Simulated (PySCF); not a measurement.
C7H4O2 (charge -1 and doublet state).
Cartesian coordinates in Å at the GFN2-xTB level; atoms count from 1:
```
atom  x, y, z in Å
C1     3.3248   -0.3194   -0.3545
C2     2.1260   -0.2393   -0.1675
C3     0.7510   -0.1224   -0.0680
C4     0.0933    1.1017    0.0619
C5    -1.2800    1.1299    0.1697
C6    -1.9978   -0.0780    0.1512
C7    -1.3488   -1.3147    0.0263
O8    -1.8894   -2.4240    0.0034
O9     0.0373   -1.3242   -0.0850
H10    4.3716   -0.3952   -0.3312
H11    0.6902    2.0042    0.0717
H12   -1.8082    2.0718    0.2686
H13   -3.0744   -0.0900    0.2357
```

As a line formula: `C#CC1=CC=C[C]([O-])O1` [radical] (charge -1).

Level of theory: PySCF 2.14.0, UKS B3LYP, pcH-1 on C H O, non-relativistic, mean-field spin-orbit, GIAO. Whether the extra electron is bound in the gas phase wasn't checked; a finite basis holds it in any case. A GFN2-xTB geometry isn't a minimum of the functional, and hyperfine couplings can be far from their values at a DFT geometry, by a factor of two or more for some ions and for spin on atoms past the first row. Stability of the SCF solution: not tested.

**Question.** Give the principal g shifts and their parts.

**Answer.** 
| Δg (ppm) | 1 | 2 | 3 |
| --- | --- | --- | --- |
| relativistic mass correction | -180 | -180 | -180 |
| gauge correction | -9 | 36 | 32 |
| orbital Zeeman/spin–orbit | 1 | 1200 | 1900 |
| total | -188 | 1055 | 1752 |

So g = 2.00213, 2.00337, 2.00407 and g_iso = 2.00319; the tensor is rhombic: the two nearest values differ by 36 % of g3 − g1. Axes: g1 is normal to the molecular plane and g2 points within 12° of the C5–C6 bond.

**Question.** What effective moment and Curie constant follow for a powder?

**Answer.** With the mean of g² = 4.0128 and S(S+1) = 0.75: μ_eff = √(⟨g²⟩S(S+1)) = 1.735 μB and χT = 0.12505·⟨g²⟩·S(S+1) = 0.376 cm³ K/mol (cgs; spin-Hamiltonian part alone).

**Question.** At 9.662 GHz, how far is the centre of the isotropic spectrum from where a free electron (g = 2.002319) resonates?

**Answer.** B = hν/(g μB) with μB/h = 13.99624 MHz/mT gives 344.76 mT for the free electron and 344.61 mT at g_iso, 0.15 mT lower.

**Question.** What are the electron Larmor frequencies g μB B/h along the three axes at 340 mT?

**Answer.** 9.5276, 9.5335, 9.5368 GHz for g1, g2 and g3, a range of 9.2 MHz.

**Question.** In a frozen sample, at which fields do the three g values resonate at 9.5, 34, 94 and 263 GHz (hyperfine left aside), and which band first spreads them over more than twice a line width of 0.5 mT?

**Answer.** 
| band | GHz | B(g3) mT | B(g2) mT | B(g1) mT | spread mT |
| --- | --- | --- | --- | --- | --- |
| X | 9.5 | 338.69 | 338.81 | 339.02 | 0.33 |
| Q | 34.0 | 1212.14 | 1212.57 | 1213.32 | 1.17 |
| W | 94.0 | 3351.22 | 3352.39 | 3354.47 | 3.25 |
| J | 263.0 | 9376.29 | 9379.55 | 9385.38 | 9.08 |

The spread grows in proportion to the frequency. Q band is the first where it exceeds 1.0 mT.

Largest spin populations (Mulliken): C3 (+0.32), C1 (+0.30), C6 (+0.25) and C5 (+0.16). Four atoms exceed +0.15. The positive populations add up to 1.15 and the negative ones to -0.15, together 2S = 1.

The HOMO–LUMO gaps are 3.41 eV among the α and 3.85 eV among the β orbitals.

On Arm Neoverse V1, one thread, shared host, this took 80 s (with the writing of density and orbital grids) and 0.96 GiB of memory at its peak.

The SMILES draws the unpaired electron on C7; the largest computed Mulliken spin population is on C3 (0.32 against 0.00).
